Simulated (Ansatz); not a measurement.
Reaction (formal exchange of groups at a C–C bond): `CCCCC(O)CC` + ethane → `CCC(O)CC` + `CCCC`

Program: Ansatz. Geometries: PBE0-D4/def2-TZVP. ΔE: electronic, gas phase. CBS: MP2 limit from def2 TZ/QZ plus the TZ coupled-cluster correction, frozen cores. This one scheme is used for every species. Functionals use def2-TZVPP. B3LYP here is the variant with VWN-RPA as its local correlation; programs differ in this. HSE06 is defined as in plane-wave codes. One conformer a species, not always the lowest.

```json
{"level": "B3LYP-D4", "ΔE (kJ/mol)": "-2.7"}
{"level": "HSE06", "ΔE (kJ/mol)": "-5.8"}
```

(1) What does CCSD(T)/CBS give? (Estimate.)

Largest T1 diagnostic among the species: 0.009.

Answers

(1) Computed: -1.4 kJ/mol. The listed levels differ from it by -1.3, -4.4 kJ/mol.

In def2-TZVPP, CCSD(T) changes the Hartree–Fock value by +5.7 kJ/mol (the triples alone add +0.7 kJ/mol) and MP2 by +6.4 kJ/mol. The D4 term adds +3.9 kJ/mol with B3LYP and +2.7 kJ/mol with PBE0; it sums over pairs of atoms, weighted by their polarisabilities, and B3LYP, whose exchange is more repulsive, gets the larger term. Leaving LDA and LC-ωPBE aside and taking each functional with its dispersion term where it has one, the values, not all of them listed here, spread over 2.1 kJ/mol, from B2PLYP to ωB97M-V. LDA lies +3.3 kJ/mol from PBE without D4.
